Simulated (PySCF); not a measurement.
C2H5S (SMILES C[CH]S), doublet, geometry from GFN2-xTB; BHANDHLYP/def2-SVPD run with PySCF.

Input for PySCF:
```python
from pyscf import gto, scf, dft

mol = gto.Mole()
mol.atom = '''
    C     1.53299942    0.71450865   -0.07982546
    C     0.06095953    0.70378944   -0.22714829
    S    -0.80517238   -0.73669354    0.18351772
    H    -2.02845725   -0.24935278   -0.03240556
    H    -0.41201640    1.36171374   -0.93464300
    H     1.87938030    1.72772034    0.12702719
    H     1.83695475    0.06093026    0.73566701
    H     2.04314293    0.37629641   -0.99008672
'''
mol.basis = 'def2-svpd'
mol.spin = 1
mol.verbose = 4
mol.build()

mf = dft.UKS(mol)
mf.xc = 'bhandhlyp'
mf.kernel()
```

Write the output that PySCF gives for this input, abridged.


```
PySCF version 2.14.0

[INPUT] verbose = 4
[INPUT] num. atoms = 8
[INPUT] num. electrons = 33
[INPUT] charge = 0
[INPUT] spin (= nelec alpha-beta = 2S) = 1
[INPUT] symmetry False subgroup None
[INPUT] Mole.unit = angstrom
[INPUT] Symbol           X                Y                Z      unit          X                Y                Z       unit  Magmom
[INPUT]  1 C      1.532999420000   0.714508650000  -0.079825460000 AA    2.896949052917   1.350225662133  -0.150848257167 Bohr   0.0
[INPUT]  2 C      0.060959530000   0.703789440000  -0.227148290000 AA    0.115196816382   1.329969290961  -0.429248057763 Bohr   0.0
[INPUT]  3 S     -0.805172380000  -0.736693540000   0.183517720000 AA   -1.521555281264  -1.392149028336   0.346798229805 Bohr   0.0
[INPUT]  4 H     -2.028457250000  -0.249352780000  -0.032405560000 AA   -3.833228657888  -0.471208462599  -0.061237633313 Bohr   0.0
[INPUT]  5 H     -0.412016400000   1.361713740000  -0.934643000000 AA   -0.778598154829   2.573266028657  -1.766219294242 Bohr   0.0
[INPUT]  6 H      1.879380300000   1.727720340000   0.127027190000 AA    3.551514050903   3.264918262440   0.240046599473 Bohr   0.0
[INPUT]  7 H      1.836954750000   0.060930260000   0.735667010000 AA    3.471341380719   0.115141504099   1.390209167778 Bohr   0.0
[INPUT]  8 H      2.043142930000   0.376296410000  -0.990086720000 AA    3.860980571041   0.711097156557  -1.870992740369 Bohr   0.0

nuclear repulsion = 100.277667456082
number of shells = 47
number of NR pGTOs = 155
number of NR cGTOs = 107
basis = def2-svpd
ecp = {}

******** <class 'pyscf.dft.uks.UKS'> ********
method = UKS
initial guess = minao
damping factor = 0
level_shift factor = 0
DIIS = <class 'pyscf.scf.diis.CDIIS'>
diis_start_cycle = 1
diis_space = 8
diis_damp = 0
SCF conv_tol = 1e-09
SCF conv_tol_grad = None
SCF max_cycles = 50
direct_scf = True
direct_scf_tol = 1e-13
number electrons alpha = 17  beta = 16
XC library pyscf.dft.libxc version 7.1.2
    S. Lehtola, C. Steigemann, M. J. T. Oliveira, and M. A. L. Marques,  SoftwareX 7, 1–5 (2018)
XC functionals = bhandhlyp
    A. D. Becke,  J. Chem. Phys. 98, 1372 (1993)
    Defined through Gaussian implementation.
radial grids:
    Treutler-Ahlrichs [JCP 102, 346 (1995); DOI:10.1063/1.469408] (M4) radial grids

becke partition: Becke, JCP 88, 2547 (1988); DOI:10.1063/1.454033
pruning grids: <function nwchem_prune>
grids dens level: 3
symmetrized grids: False
atomic radii adjust function: <function treutler_atomic_radii_adjust>
small_rho_cutoff = 0
Set gradient conv threshold to 3.16228e-05
tot grids = 96160
init E= -477.309714766613

cycle= 1 E= -477.108193257411  delta_E= 0.202  |g|= 0.147  |ddm|= 2.29
cycle= 2 E= -477.123113300707  delta_E= -0.0149  |g|= 0.0809  |ddm|= 0.367
cycle= 3 E= -477.126965610611  delta_E= -0.00385  |g|= 0.0266  |ddm|= 0.162
cycle= 4 E= -477.127590345147  delta_E= -0.000625  |g|= 0.0083  |ddm|= 0.0596
cycle= 5 E= -477.12766187152  delta_E= -7.15e-05  |g|= 0.00398  |ddm|= 0.0216
cycle= 6 E= -477.127686312688  delta_E= -2.44e-05  |g|= 0.00171  |ddm|= 0.0114
cycle= 7 E= -477.127690621541  delta_E= -4.31e-06  |g|= 0.000487  |ddm|= 0.00602
cycle= 8 E= -477.127691037048  delta_E= -4.16e-07  |g|= 0.000173  |ddm|= 0.00195
cycle= 9 E= -477.127691077305  delta_E= -4.03e-08  |g|= 6.09e-05  |ddm|= 0.000585
cycle= 10 E= -477.127691082436  delta_E= -5.13e-09  |g|= 1.79e-05  |ddm|= 0.000207
cycle= 11 E= -477.127691082949  delta_E= -5.13e-10  |g|= 7.09e-06  |ddm|= 6.75e-05
Extra cycle  E= -477.127691083022  delta_E= -7.26e-11  |g|= 3.86e-06  |ddm|= 2.14e-05
converged SCF energy = -477.127691083022  <S^2> = 0.75800315  2S+1 = 2.0079872
```
